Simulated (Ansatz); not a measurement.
Consider the ligand exchange at the Si–O bond: `C[Si](N)(O)Br` + CH₃OH → `CO[Si](C)(N)Br` + H₂O.

Program: Ansatz. Geometries: PBE0-D4/def2-TZVP. ΔE: electronic, gas phase. CBS: MP2 limit from def2 TZ/QZ plus the TZ coupled-cluster correction, frozen cores. This one scheme is used for every species. Functionals use def2-TZVPP. B3LYP here is the variant with VWN-RPA as its local correlation; programs differ in this. For Br outer-core shells are correlated without core-valence functions, which leaves a few kJ/mol of doubt a bond. Scalar relativity is left out up to krypton. One conformer a species, not always the lowest.

`C[Si](N)(O)Br`:

```xyz
11

C     0.730    0.252   -1.289
Si   -0.361   -0.050    0.172
N     0.558   -0.063    1.595
O    -1.178   -1.468    0.139
Br   -1.960    1.552    0.121
H     1.267    1.199   -1.186
H     0.140    0.301   -2.205
H     1.460   -0.555   -1.381
H     0.141   -0.355    2.464
H     1.288    0.615    1.741
H    -2.084   -1.428   -0.170
```

CH₃OH:

```xyz
6

C     0.187   -0.290    0.086
O    -0.027    1.048   -0.300
H     1.266   -0.439    0.140
H    -0.218   -1.005   -0.641
H    -0.237   -0.514    1.072
H    -0.972    1.201   -0.357
```

`CO[Si](C)(N)Br`:

Cartesian coordinates in Å:
```
C -0.792 1.876 0.919
O -0.661 0.977 -0.160
Si 0.390 -0.270 -0.198
C 0.129 -1.081 -1.837
N 0.252 -1.277 1.165
Br 2.485 0.514 -0.056
H -1.711 2.446 0.776
H 0.054 2.571 0.948
H -0.845 1.347 1.875
H 0.227 -0.354 -2.645
H -0.875 -1.511 -1.885
H 0.856 -1.879 -1.990
H 1.037 -1.493 1.753
H -0.546 -1.865 1.336
```

H₂O:

Cartesian coordinates in Å:
```
O -0.331 -0.202 0.038
H 0.527 -0.409 0.415
H -0.196 0.611 -0.454
```

```json
{"species": "`C[Si](N)(O)Br`", "B3LYP-D4 energy (Eh)": "-3035.65628"}
{"species": "CH₃OH", "B3LYP-D4 energy (Eh)": "-115.78095"}
{"species": "`CO[Si](C)(N)Br`", "B3LYP-D4 energy (Eh)": "-3074.97147"}
{"species": "H₂O", "B3LYP-D4 energy (Eh)": "-76.46698"}
```

Problem. Work out ΔE.

Solution. ΔE = (-3074.97147) + (-76.46698) − (-3035.65628) − (-115.78095) = -0.00122 Eh = -3.2 kJ/mol. CCSD(T)/CBS gives -5.8 kJ/mol.

Largest T1 diagnostic among the species: 0.009.

The D4 term adds −7.8 kJ/mol with B3LYP and −4.6 kJ/mol with PBE0; it sums over pairs of atoms, weighted by their polarisabilities, and B3LYP, whose exchange is more repulsive, gets the larger term. In def2-TZVPP, CCSD(T) changes the Hartree–Fock value by −8.6 kJ/mol (the triples alone add −1.2 kJ/mol) and MP2 by −10.4 kJ/mol.
